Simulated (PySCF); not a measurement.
Compound: p-ethyltoluene, C9H12.
InChI=1S/C9H12/c1-3-9-6-4-8(2)5-7-9/h4-7H,3H2,1-2H3

Torsions of this conformer, `[CH3:1][CH2:2][c:3]1[cH:4][cH:5][c:6]([CH3:7])[cH:8][cH:9]1`: C1–C2–C3–C4 84°.

The closed-shell ground state was solved at several levels (PySCF, density fitting, gas phase, non-relativistic). The structure is a single PBE0-D3(BJ)/def2-SVP conformer in the gas phase; no vibrational or solvent corrections.

```tsv
level	basis functions	total energy (Eh)	HOMO (eV)	LUMO (eV)	gap (eV)	dipole (D)
wB97X-D/pcSseg-1	213	-350.0261	-8.42	1.61	10.03	0.07
B3LYP/def2-SVPD	276	-349.9649	-6.48	-0.39	6.09	0.03
```

Estimate the row for PBE0/pcSseg-1, a basis of 213 functions; the other rows only guide the guess.

Total energy -349.7215 Eh, HOMO -6.69 eV, LUMO -0.12 eV, gap 6.57 eV, dipole 0.07 D.

Over all these levels, which gives the widest orbital gap and which the narrowest?

wB97X-D/pcSseg-1 (range-separated hybrid) has the widest, 10.03 eV, and B3LYP/def2-SVPD (global hybrid, 20 % exact exchange) the narrowest, 6.09 eV. Functional and basis both differ between the two, so the spread mixes both effects.

How far do the dipole and the HOMO energy spread over the levels?

The dipole runs from 0.03 to 0.07 D (mean 0.05 D) and the HOMO from -8.42 to -6.48 eV.

Note: wB97X-D ran without an empirical dispersion term, which enters the total energy and its gradient alone.
